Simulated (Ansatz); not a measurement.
Cost and result for the atomization energy of `C[CH](C)[Ga][SH]` radical (13 atoms, 12 bonds).

Z-matrix (Å, degrees):
```
C
C 1 1.520
H 1 1.098 2 110.4
H 1 1.093 2 112.5 3 -119.8
H 1 1.094 2 111.7 3 119.0
C 2 1.520 1 112.5 3 -58.5
Ga 2 2.036 1 108.6 3 -178.7
H 2 1.093 1 110.0 3 64.6
H 6 1.098 2 110.4 1 58.5
H 6 1.094 2 111.7 1 -60.5
H 6 1.093 2 112.5 1 178.3
S 7 2.250 2 112.2 1 61.8
H 12 1.342 7 94.5 2 -179.9
```

Charge 0, multiplicity 2. Correlated methods include outer-core shells of Ga, which these sets cover unevenly. Scalar relativity is left out up to krypton. The geometry is a stationary point of PBE0-D4/def2-TZVP. It is one conformer, not always the lowest. Program: Ansatz. All runs use 2 threads of an AMD EPYC 7R13 on a shared host and a share of an NVIDIA H100 80 GB. Times are those of one run each, without the atoms' runs, and a repeat can differ threefold. Electronic energies, without spin–orbit coupling; frozen cores. CCSD(T)/CBS adds CCSD(T) − MP2 in def2-TZVPP to the MP2 limit, and its time is that of the two runs behind it. T1 = 0.014; ⟨S²⟩ of the reference is 0.76. With those shells the extrapolation isn't a true limit. HSE06 is the plane-wave form, built on full-range PBE exchange.

CCSD(T)/CBS is a level of theory with its own doubt, some kJ/mol a heavy atom from the limit and from the frozen cores, so smaller differences don't rank the functionals.

| level | functions | wall time |
| --- | --- | --- |
| LDA (SPW92)/def2-TZVPP | 295 | 2.7 s |
| PBE0-D4/def2-TZVPP | 295 | 2.9 s |
| PBE-D4/def2-TZVPP (with forces) | 295 | 3.2 s |
| HSE06-D4/def2-TZVPP | 295 | 3.5 s |
| r2SCAN-D4/def2-TZVPP (with forces) | 295 | 4 s |
| CCSD(T)/def2-SVP | 132 | 5.5 s |
| ωB97M-V/def2-TZVPP (with forces) | 295 | 6 s |
| PBE-QIDH/def2-TZVPP | 295 | 6 s |
| B2PLYP/def2-TZVPP | 295 | 6 s |
| CAM-B3LYP-D4/def2-TZVPP | 295 | 6.5 s |
| MP2/def2-QZVPP | 570 | 15 s |
| CCSD(T)/def2-TZVPP | 295 | 45 s |
| CCSD(T)/CBS(def2) | – | 59 s |

Problem. What atomization energy does each give, and how far from CCSD(T)/CBS? (Best estimate.)

Solution. Ansatz gave: 
| level | atomization (kJ/mol) | difference from CCSD(T)/CBS | per bond |
| --- | --- | --- | --- |
| LDA (SPW92)/def2-TZVPP | 5230.8 | 631.1 | 52.6 |
| PBE0-D4/def2-TZVPP | 4630.8 | 31.1 | 2.6 |
| PBE-D4/def2-TZVPP (with forces) | 4682.2 | 82.5 | 6.9 |
| HSE06-D4/def2-TZVPP | 4634.0 | 34.3 | 2.9 |
| r2SCAN-D4/def2-TZVPP (with forces) | 4631.8 | 32.1 | 2.7 |
| CCSD(T)/def2-SVP | 4392.4 | -207.3 | -17.3 |
| ωB97M-V/def2-TZVPP (with forces) | 4607.6 | 7.9 | 0.7 |
| PBE-QIDH/def2-TZVPP | 4600.5 | 0.8 | 0.1 |
| B2PLYP/def2-TZVPP | 4544.5 | -55.2 | -4.6 |
| CAM-B3LYP-D4/def2-TZVPP | 4604.4 | 4.7 | 0.4 |
| MP2/def2-QZVPP | 4603.8 | 4.1 | 0.3 |
| CCSD(T)/def2-TZVPP | 4505.5 | -94.2 | -7.8 |
| CCSD(T)/CBS(def2) | 4599.7 | 0.0 | 0.0 |

From r2SCAN to r2SCAN0 (25 % exact exchange), in def2-TZVPP and without D4, the atomization energy moves by −47.0 kJ/mol: exact exchange takes away binding that semilocal exchange gives to molecules. At CCSD(T), def2-SVP lies −207.3 kJ/mol from the extrapolated value and def2-TZVPP −94.2 kJ/mol: correlation converges slowly with the basis, and small sets miss more of it in the bonded molecule than in its fragments. In def2-TZVPP, CCSD(T) changes the Hartree–Fock value by +1068.3 kJ/mol (the triples alone add +62.1 kJ/mol) and MP2 by +1112.0 kJ/mol; breaking electron pairs costs correlation energy, which Hartree–Fock lacks.
